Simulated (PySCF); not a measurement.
Selenophene, C4H4Se.
Numbering: `[cH:1]1[cH:2][cH:3][se:4][cH:5]1` (hydrogens: H6 on C1; H7 on C2; H8 on C3; H9 on C5)

Computed, not measured: core-valence-separated Tamm–Dancoff BHandHLYP/aug-pcX-1 (pcseg-1 on H, def2-SVPD on Se) in PySCF, non-relativistic, gas phase, PBE0-D3(BJ)/def2-SVP geometry.

Computed carbon K-edge spectrum, Gaussian lines of 0.6 eV full width, highest printed point 100; it ends one width below the last computed root. Absolute energies from this functional tend to lie a few eV below measured edges; no shift was applied.

photon energy (eV), absorption and a bar:
```
    282.5          1 
    282.6          2 #
    282.7          6 ##
    282.8         15 ####
    282.9         30 #########
    283.0         51 ###############
    283.1         74 ######################
    283.2         93 ############################
    283.3        100 ##############################
    283.4         92 ############################
    283.5         73 ######################
    283.6         49 ###############
    283.7         29 #########
    283.8         14 ####
    283.9          6 ##
    284.0          2 #
    284.1          1 
    284.2          0 
    284.3          0 
    284.4          0 
    284.5          1 
    284.6          1 
    284.7          4 #
    284.8          8 ##
    284.9         14 ####
    285.0         23 #######
    285.1         30 #########
    285.2         35 ###########
    285.3         35 ###########
    285.4         31 #########
    285.5         26 ########
    285.6         22 ######
    285.7         21 ######
    285.8         23 #######
    285.9         27 ########
    286.0         29 #########
    286.1         29 #########
    286.2         28 ########
    286.3         28 ########
    286.4         27 ########
    286.5         26 ########
    286.6         23 #######
    286.7         19 ######
    286.8         13 ####
```

Problem. Where are the maxima, and which lines make them up?

Solution. 3 maxima:
- 283.3 eV: C3/C5 (aromatic CH carbon), 283.30 eV, f = 0.199, sum of 2, 1s→π*, 88 % of the height at the exact maximum
- 285.2 eV: C3/C5 (aromatic CH carbon), 285.24 eV, f = 0.080, sum of 2, 99 % of the height at the exact maximum
- 286.1 eV: C1/C2 (aromatic CH carbon), 285.97 eV, f = 0.033, sum of 3, 47 % of the height at the exact maximum; C1/C2 (aromatic CH carbon), 285.99 eV, f = 0.024, 35 % of the height at the exact maximum

Further lines of some strength in the range: C1/C2, 283.28 eV, f = 0.026, sum of 2; C3/C5, 286.55 eV, f = 0.042, sum of 2.

Roots within 0.03 eV on the same or equivalent atoms count as one line; shares under 12 % aren't listed.

Vibrational structure and lifetime widths aren't in the curve. The ionisation threshold wasn't computed; near and above it a finite basis only mimics Rydberg series and continuum. The BHandHLYP/aug-pcX-1 (pcseg-1 on H, def2-SVPD on Se) calculation is non-relativistic and has no spin–orbit coupling, an omission that weighs most on selenium.

On one thread, Arm Neoverse V1 (aarch64), on a shared host, this took 11 s and 0.73 GiB of memory at its peak.
